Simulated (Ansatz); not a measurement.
Reaction (formal exchange of groups at the Sn–C bond): `[CH3][Sn]([Cl])([Cl])[Cl]` + `C#N` → `N#[C][Sn]([Cl])([Cl])[Cl]` + CH₄

Computed with Ansatz on PBE0-D4/def2-TZVP structures; ΔE is electronic, products minus reactants. CCSD(T)/CBS adds triple-zeta CCSD(T) − MP2 to the extrapolated MP2 energy (def2 sets, frozen cores). This one scheme is used for every species. Functionals use def2-TZVPP. B3LYP here is the variant with VWN-RPA as its local correlation; programs differ in this. HSE06 is defined as in plane-wave codes. Elements past krypton have def2 core potentials. For Sn outer-core shells are correlated without core-valence functions, which leaves a few kJ/mol of doubt a bond.

`[CH3][Sn]([Cl])([Cl])[Cl]`:

Z-matrix (Å, degrees):
```
C
Sn 1 2.113
H 1 1.089 2 108.5
H 1 1.089 2 108.5 3 120.0
H 1 1.089 2 108.5 3 -120.0
Cl 2 2.309 1 112.0 3 179.0
Cl 2 2.309 1 112.1 3 -61.0
Cl 2 2.309 1 112.0 3 59.0
```

`C#N`:

```xyz
3

C    -0.014   -0.015   -0.016
N     0.603    0.631    0.702
H    -0.589   -0.616   -0.686
```

`N#[C][Sn]([Cl])([Cl])[Cl]`:

```xyz
6

N     1.558   -0.456   -2.184
C     0.899   -0.266   -1.260
Sn   -0.296    0.086    0.416
Cl   -2.257    1.039   -0.262
Cl    0.810    1.496    1.829
Cl   -0.713   -1.900    1.461
```

CH₄:

Cartesian coordinates in Å:
```
C 0.000 0.000 0.000
H 0.524 -0.013 0.955
H 0.454 0.744 -0.653
H -1.047 0.252 0.164
H 0.069 -0.983 -0.466
```

| level | ΔE (kcal/mol) |
| --- | --- |
| B3LYP-D4 | 0.7 |
| r2SCAN0-D4 | 1.0 |
| HSE06-D4 | 1.1 |
| B2PLYP | 0.1 |
| CAM-B3LYP | 0.5 |
| MP2/def2-SVP | -2.4 |
| CCSD/def2-TZVPP | 0.0 |
| MP2/def2-QZVPP | 0.8 |

Problem. What does CCSD(T)/CBS give? (Best estimate.)

Solution. The calculation gave: +0.9 kcal/mol. The listed levels differ from it by -0.2, 0.1, 0.2, -0.8, -0.4, -3.3, -0.9, -0.1 kcal/mol.

Largest T1 diagnostic among the species: 0.014.

Leaving LDA and LC-ωPBE aside and taking each functional with its dispersion term where it has one, the values, not all of them listed here, spread over 2.2 kcal/mol, from B97M-V to HSE06-D4. LDA lies +1.6 kcal/mol from PBE without D4. At CCSD(T), def2-SVP lies −3.3 kcal/mol from the extrapolated value and def2-TZVPP −1.2 kcal/mol.
